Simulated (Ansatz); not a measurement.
Mulliken charges of `[OH][Ga]([Cl])[O][SiH3]` from r2SCAN/def2-TZVPP in Ansatz (PBE0-D4/def2-TZVP geometry).

| atom | x (Å) | y (Å) | z (Å) | charge (e) |
| --- | --- | --- | --- | --- |
| O1 | 1.974 | 1.368 | -0.049 | -0.401 |
| Ga2 | 1.533 | -0.286 | 0.394 | 0.677 |
| Cl3 | 3.013 | -1.603 | 1.110 | -0.231 |
| O4 | -0.128 | -0.873 | 0.255 | -0.428 |
| Si5 | -1.569 | -0.269 | -0.224 | 0.442 |
| H6 | 1.227 | 1.886 | -0.362 | 0.201 |
| H7 | -1.422 | 1.156 | -0.648 | -0.103 |
| H8 | -2.088 | -1.051 | -1.374 | -0.079 |
| H9 | -2.540 | -0.329 | 0.898 | -0.079 |

Q: By hand: the dipole of these point charges (1 e Å = 4.8032 D).

A: Σ q r = (-0.330, 0.252, -0.147) e Å, of length 0.440 e Å = 2.11 D.

Q: How does the dipole of the full density compare? (Best estimate.)

A: The calculation gave: (-0.290, 0.200, -0.122) e Å, 1.79 D; the point charges give 1.18 times that, at 3° from its direction.

Point charges leave out the atoms' own dipoles, such as those of lone pairs, and Mulliken's split depends on the basis, so the two needn't agree.
